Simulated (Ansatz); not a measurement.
Reaction (ligand exchange at the Si–Cl bond): `Cl[SiH]1C[SiH2]1` + H₂Se → `[SeH][SiH]1C[SiH2]1` + HCl

Gas-phase electronic energies from Ansatz, PBE0-D4/def2-TZVP geometries. CCSD(T)/CBS is the MP2 limit (def2-TZVPP, def2-QZVPP) plus CCSD(T) − MP2 in def2-TZVPP, frozen cores. This one scheme is used for every species. DFT in def2-TZVPP. For Se outer-core shells are correlated without core-valence functions, which leaves a few kJ/mol of doubt a bond. Scalar relativity is left out up to krypton. Each species was taken in one conformer, which may not be the lowest.

Q: Is it downhill or uphill in electronic energy at CCSD(T)/CBS, and by how much? (Best estimate.)

A: The calculation gave: Uphill: ΔE = +0.23 eV.

Q: What do these levels give: PBE-D4, r2SCAN-D4, PBE0-D4, ωB97M-V, B2PLYP, PBE, PBE0, SCS-MP2/def2-TZVPP, MP2/def2-QZVPP, SCS-MP2/def2-QZVPP, MP2/CBS(def2), CCSD/CBS(def2)? (Estimate.)

A: Ansatz gave: PBE-D4 0.22, r2SCAN-D4 0.27, PBE0-D4 0.22, ωB97M-V 0.29, B2PLYP 0.29, PBE 0.24, PBE0 0.25, SCS-MP2/def2-TZVPP 0.25, MP2/def2-QZVPP 0.22, SCS-MP2/def2-QZVPP 0.26, MP2/CBS(def2) 0.21, CCSD/CBS(def2) 0.25 eV.

Largest T1 diagnostic among the species: 0.012.

In def2-TZVPP, CCSD(T) changes the Hartree–Fock value by −0.14 eV (the triples alone add −0.02 eV) and MP2 by −0.16 eV. The D4 term adds −0.04 eV with B3LYP and −0.02 eV with PBE0; it sums over pairs of atoms, weighted by their polarisabilities, and B3LYP, whose exchange is more repulsive, gets the larger term.

B3LYP here is the variant with VWN-RPA as its local correlation; programs differ in this.
